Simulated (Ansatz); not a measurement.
One change: `[F][InH][F]` becomes `[BH2][InH][F]`.

Ansatz, PBE0-D4/def2-TZVP geometries, multiplicity 1. 

Elements past krypton have def2 core potentials.

| property | `[F][InH][F]` |
| --- | --- |
| LUMO energy (PBE/def2-TZVPP) / eV | -2.79 |
| HOMO–LUMO gap (PBE/def2-TZVPP) / eV | 5.44 |
| size of the dipole moment (PBE/def2-TZVPP) / D | 3.31 |
| HOMO energy (B3LYP/def2-TZVPP) / eV | -9.73 |
| size of the dipole moment (B3LYP/def2-TZVPP) / D | 3.53 |
| HOMO–LUMO gap (PBE0/def2-TZVPP) / eV | 8.10 |

Q: Give the same properties after the change, and the shifts. (Best estimate.)

A: Ansatz gave: 
```
                                        property  `[BH2][InH][F]`  shift
               LUMO energy (PBE/def2-TZVPP) / eV            -3.84  -1.05
             HOMO–LUMO gap (PBE/def2-TZVPP) / eV             2.81  -2.63
  size of the dipole moment (PBE/def2-TZVPP) / D             3.26  -0.05
             HOMO energy (B3LYP/def2-TZVPP) / eV            -7.68   2.05
size of the dipole moment (B3LYP/def2-TZVPP) / D             3.52  -0.01
            HOMO–LUMO gap (PBE0/def2-TZVPP) / eV             5.05  -3.05
```

With PBE0 the HOMO rises by 2.08 eV and the LUMO falls by 0.96 eV, so the gap narrows by about 3.04 eV. PBE moves the HOMO by 1.59 eV and ωB97M-V by 2.31 eV. The zero-point energy changes by 46.5 kJ/mol with +6 modes. Dipoles are sizes alone; their direction can turn.

B3LYP here is the variant with VWN-RPA as its local correlation; programs differ in this.
